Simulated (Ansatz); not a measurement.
The cluster Hg₄O₅. Charge 0, multiplicity 1. Geometry B3LYP-D4/def2-SVP; atoms count from 1.

```xyz
9

Hg    1.096   -0.184    2.286
Hg    1.082    2.130    0.529
Hg    0.296    0.798   -2.070
Hg   -0.372   -3.191    2.285
O    -1.170    0.814    0.284
O    -0.802   -0.972   -1.787
O    -1.097   -0.377    0.713
O     1.360    2.439   -1.601
O    -0.392   -1.457   -0.641
```

In the def2 sets Hg takes a core potential; there is no spin–orbit coupling. The structure holds 2 bonds between oxygen atoms, so isomers without such links may lie far lower. The restricted singlet is unstable towards broken spin symmetry at other levels; at PBE0-D4/def2-TZVP this wasn't settled. Another isomer (singlet) lies 1.73 eV lower at PBE0-D4/def2-TZVP; other spin states weren't run for this one.

Q: Estimate the Mulliken populations from the PBE0/def2-TZVP orbitals of Ansatz.

A: 
| atom | charge (e) | d electrons |
| --- | --- | --- |
| Hg1 | 0.21 | 10.00 |
| Hg2 | 0.49 | 9.97 |
| Hg3 | 0.75 | 9.86 |
| Hg4 | 0.06 | 10.00 |
| O5 | -0.27 | – |
| O6 | -0.29 | – |
| O7 | -0.07 | – |
| O8 | -0.74 | – |
| O9 | -0.13 | – |
Mulliken values depend strongly on the basis.

Q: And the Mayer bond orders between heavy atoms (over 0.3)?

A: Hg1–Hg2 0.47 (2.91 Å); Hg2–O8 0.64 (2.17 Å); Hg3–O6 0.61 (2.10 Å); Hg3–O8 0.85 (2.01 Å); O5–O7 1.10 (1.27 Å); O6–O9 1.07 (1.31 Å); O7–O9 0.48 (1.87 Å).
